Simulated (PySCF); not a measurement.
Si(H)2(NCO)(OMe) (C2H5NO2Si), SMILES CO[SiH2]N=C=O.

Geometry: PBE-D3(BJ)/def2-SVP. The values are those of a single conformer.

These are PBE-D3(BJ)/def2-SVP in PySCF 2.14.0 values and carry that method's errors.

Frequencies are harmonic and unscaled.

Computed vibrational spectrum:
| mode | ν (cm⁻¹) | IR (km/mol) | moving atoms (share of kinetic energy) |
|---|---|---|---|
| 1 | 37 | 0.3 | O 42 %, N 27 %, C 17 % |
| 2 | 37 | 4.2 | O 49 %, H 27 %, C 21 % |
| 3 | 59 | 0.1 | N 56 %, O 19 %, H 18 % |
| 4 | 110 | 0.4 | H 89 % |
| 5 | 162 | 1.9 | O 23 %, C 23 %, H 22 %, N 18 %, Si 15 % |
| 6 | 294 | 9.4 | N 31 %, O 28 %, C 27 % |
| 7 | 576 | 19.9 | C 73 %, O 16 %, N 11 % |
| 8 | 585 | 35.3 | C 66 %, O 16 %, N 12 % |
| 9 | 604 | 71.4 | Si 45 %, O 27 %, C 17 % |
| 10 | 660 | 85.1 | H 75 %, Si 17 % |
| 11 | 685 | 15.9 | H 91 % |
| 12 | 756 | 30.6 | O 39 %, Si 29 %, H 17 %, C 15 % |
| 13 | 896 | 444.7 | H 80 %, Si 18 % |
| 14 | 949 | 128.9 | H 93 % |
| 15 | 1116 | 198.1 | O 36 %, C 33 %, H 30 % |
| 16 | 1135 | 0.5 | H 76 %, C 19 % |
| 17 | 1174 | 123.8 | H 48 %, O 27 %, C 24 % |
| 18 | 1422 | 5.2 | H 97 % |
| 19 | 1425 | 5.2 | H 97 % |
| 20 | 1427 | 11.6 | H 88 %, C 10 % |
| 21 | 1489 | 38.8 | N 56 %, O 39 % |
| 22 | 2165 | 151.6 | H 95 % |
| 23 | 2169 | 118.8 | H 98 % |
| 24 | 2415 | 1292.9 | C 69 %, N 19 %, O 11 % |
| 25 | 2916 | 73.0 | H 97 % |
| 26 | 2984 | 40.3 | H 90 %, C 10 % |
| 27 | 3046 | 22.3 | H 91 %, C 9 % |
